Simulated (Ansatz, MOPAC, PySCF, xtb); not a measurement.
Dimer: NH3 (SMILES N) (first 4 atoms) with H2S (SMILES S); geometry from B3LYP-D3(BJ)/def2-TZVP, rigid monomers moved along the line of their centres of mass till N1···H7 is 2.47 Å.
(charge 0, multiplicity 1):
```xyz
7

N      0.006     0.164     0.325
H     -0.777    -0.461     0.170
H     -0.193     1.032    -0.159
H      0.821    -0.253    -0.111
S      0.724     0.870     4.022
H     -0.247     0.060     4.471
H      0.446     0.600     2.720
```

Counterpoise-corrected where a basis set is named; no monomer relaxation. Rows marked so take none.

Frozen-core correlation. CBS: X⁻³ extrapolation of the correlation energy, Hartree–Fock from the larger set. Rows in 3-21G, 6-31G* carry no dispersion term and start afresh at each structure (6-31G* with six Cartesian d functions). MP2/6-31G* freezes PySCF's default core. The state that PM7 reach isn't checked; PM7 holds dispersion and hydrogen-bond terms.

The values were computed with Ansatz (a quantum-chemistry and plane-wave program) with Gaussian orbitals; MOPAC for PM7 (differences of heats of formation); PySCF for 3-21G rows, 6-31G* rows, the dispersion terms; xtb for the GFN methods. Each number belongs to the level named beside it.

```
level                                          interaction energy (kcal/mol)
---------------------------------------------  -----------------------------
GFN-FF                                                                 -3.43
PM7                                                                    -3.81
GFN2-xTB                                                               -3.41
B3LYP/3-21G (no counterpoise)                                          -7.84
PBE0-D3(BJ)/def2-TZVPPD                                                -3.73
MP2/6-31G*                                                             -3.47
MP2/aug-cc-pV(D+d)Z                                                        …
MP2/CBS(aug-cc-pV(D+d)Z, aug-cc-pV(T+d)Z)                              -3.40
CCSD(T)/CBS(aug-cc-pV(D+d)Z, aug-cc-pV(T+d)Z)                              …
```

Problem. Some entries are withheld; supply them.

Solution. 
- MP2/aug-cc-pV(D+d)Z, interaction energy (kcal/mol): -3.12
- CCSD(T)/CBS(aug-cc-pV(D+d)Z, aug-cc-pV(T+d)Z), interaction energy (kcal/mol): -3.28
